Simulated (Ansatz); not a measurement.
Results of the Gaussian-basis code of Ansatz.

A structure relaxed at PBE0-D4/def2-TZVP, charge 0, multiplicity 1:

Cartesian coordinates in Å:
```
C 0.805 -0.788 0.308
C -0.499 -0.159 -0.009
Cl -1.858 -1.236 0.148
C -0.761 1.084 -0.387
I 0.677 2.552 -0.645
H 1.618 -0.073 0.193
H 0.802 -1.164 1.334
H 0.982 -1.640 -0.352
H -1.766 1.424 -0.590
```

Task: Give its formula and SMILES.

Result: C3H4ClI, `C/C(Cl)=C\I`.

Task: Point group (tolerance 0.08 Å, 0.16 Å for H)?

Result: Cs.

Task: Summarise the bond lengths by kind.

Result: 2 × C–C 1.326 to 1.482 Å; 4 × C–H 1.080 to 1.093 Å; 1 × C–Cl 1.740 Å; 1 × C–I 2.072 Å.
